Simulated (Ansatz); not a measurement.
Reaction: CH4BCl (SMILES ClBC) → CH4B (SMILES [BH]C, doublet) + Cl (doublet) (the B-Cl bond breaks)
Each species at its own B3LYP-D3(BJ)/def2-TZVP minimum (Ansatz, a program for electronic structure).

Wanted: bond dissociation energy (electronic), in kcal/mol. Open shells are spin-unrestricted; no spin-orbit coupling. CBS(X,Y): correlation extrapolated as X^-3, Hartree-Fock from the larger set. A bracket is a step between two methods taken in the basis named. The functionals are non-relativistic, so their misses hold any scalar relativity. Double hybrids freeze cores in their MP2 part. '+ core + X2C': CCSD(T) terms for core correlation (cc-pwCVTZ, 1s frozen past Ne) and scalar relativity (cc-pVTZ-DK).

CCSD(T)/CBS(cc-pV(T+d)Z,cc-pV(Q+d)Z) + [CCSDT(Q) - CCSD(T)]/cc-pV(D+d)Z + core + X2C (Ansatz) gives 128.9 kcal/mol.

Question: How far off this value is PBE/def2-TZVPD (Ansatz), in which direction, and which of these levels come nearer: B3LYP/def2-TZVPD, PBE0/def2-TZVPD, wB97M-V/def2-TZVPD, B2PLYP/def2-TZVPD, CCSD(T)/CBS(cc-pV(T+d)Z,cc-pV(Q+d)Z) + core + X2C?

Answer: PBE gives 127.7 kcal/mol, 1.2 kcal/mol below it. Differences of the others: B3LYP/def2-TZVPD (Ansatz) -6.5; PBE0/def2-TZVPD (Ansatz) -2.9; wB97M-V/def2-TZVPD (Ansatz) 0.9; B2PLYP/def2-TZVPD (Ansatz) -4.0; CCSD(T)/CBS(cc-pV(T+d)Z,cc-pV(Q+d)Z) + core + X2C (Ansatz) -0.1 kcal/mol. Nearer than PBE: wB97M-V/def2-TZVPD, CCSD(T)/CBS(cc-pV(T+d)Z,cc-pV(Q+d)Z) + core + X2C.
